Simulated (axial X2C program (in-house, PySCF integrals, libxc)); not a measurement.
## Low determinants of MnGe⁻ at the PBE0 level, non-relativistic

All values were computed with an in-house relativistic program for diatomic molecules. The Hamiltonian is the X2C one with the speed of light multiplied by 100, which is the non-relativistic limit. Basis: Ge dyall-av3z [10s9p7d2f], Mn dyall-av3z [10s10p7d3f2g] (cores contracted in-house); Gaussian nuclei, density fitting, unrestricted open shells. Masses: Ge 73.921 u, Mn 54.938 u.

Search at 2.495 Å (vertical energies from the lowest determinant):

| ΔE (eV) | state | electrons beyond evenly filled partner blocks | electrons in σ, π, δ, φ |
| --- | --- | --- | --- |
| 0.00 | M_S = 1, Λ = 0 | δ+α, δ-α | 28 24 6 0 |
| 0.24 | M_S = 2, Λ = 0 | 2 × σα, δ+α, δ-α | 28 24 6 0 |
| 0.41 | M_S = 2, Λ = 1 | σα, π+α, δ+α, δ-α | 27 25 6 0 |
| 0.89 | M_S = 2, Λ = 2 | 2 × π+α, π+β, π-α, δ+α, δ-α | 28 24 6 0 |
| 0.89 | M_S = 2, Λ = 0 | π+α, π+β, 2 × π-α, δ+α, δ-α | 28 24 6 0 |
| 0.99 | M_S = 1, Λ = 1 | σα, π+β, δ+α, δ-α | 27 25 6 0 |
| 1.48 | M_S = 2, Λ = 1 | σα, π+α, π+β, π-α, δ+α, δ-α | 29 23 6 0 |

Lowest determinant, M_S = 1, Λ = 0 (beyond evenly filled blocks: δ+α, δ-α): Re = 2.502 Å, ωe = 196.7 cm⁻¹.

The determinant in row 2 of the search, M_S = 2, Λ = 0 (beyond evenly filled blocks: 2 × σα, δ+α, δ-α), was followed along the bond at PBE0; measured from the minimum of the lowest determinant it gives:

Te = 0.239 eV (1927 cm⁻¹), Re = 2.515 Å, ωe = 216.7 cm⁻¹.

Question: Compare the bond of the determinant in row 2 with that of the lowest one.

Answer: At PBE0 its Re is 0.013 Å longer and its force constant, which goes as ωe², is 1.21 times that of the lowest determinant. This determinant mixes spin states, so it has no term energy of its own.

The search compares states at one distance, so a state with another bond length can lie lower; it is not exhaustive and yields mostly the lowest determinant of each block pattern, so other components and higher states of one pattern are missing. These are energies of single determinants, not of spin-adapted states; PBE0 term energies can be off by some tenths of an eV, and the functional has no current term. The lowest determinant need not be the ground state where others lie within half an eV. For an anion, determinants above electron detachment are held by the basis set. The highest occupied level of some functionals is positive through self-interaction error; at Hartree–Fock it is bound. Row 1 is spin-contaminated (⟨S²⟩ = 4.62 against 2.00), so its values are not those of a pure state. Row 2 is spin-contaminated (⟨S²⟩ = 7.77 against 6.00), so its values are not those of a pure state. Row 1 has a positive highest level at its minimum. Row 2 has a positive highest level at its minimum.
